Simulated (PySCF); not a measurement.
# Ionisation energy of Yb(2+) by level of theory

Yb(2+) [Xe] 4f14 (1S) → Yb(3+) [Xe] 4f13 (2F), as a difference of total energies. Computed with PySCF 2.14 in ANO-RCC-VTZP, with the spin-free X2C one-electron Hamiltonian (Gaussian nucleus). Correlated levels: valence: [Kr] 4d10 frozen. The calculations carry no spin-orbit coupling.

```
           method  ionisation energy (eV)  plus first-order spin-orbit estimate  difference from reference of that sum (eV)
              UHF                  20.980                                20.378                                      -4.675
    MP2 (valence)                  27.377                                26.776                                      +1.723
SCS-MP2 (valence)                  26.443                                25.842                                      +0.789
   CCSD (valence)                  25.032                                24.431                                      -0.622
CCSD(T) (valence)                  25.511                                24.910                                      -0.143
```

Reference: 25.053 ± 0.025 eV (semi-empirical (NIST evaluation); NIST Atomic Spectra Database, ionization energies).

A first-order spin-orbit estimate (lowest level to lowest level, LS coupling) adds -0.601 eV.

Errors of the correlated levels include the incompleteness of this basis and the frozen core.
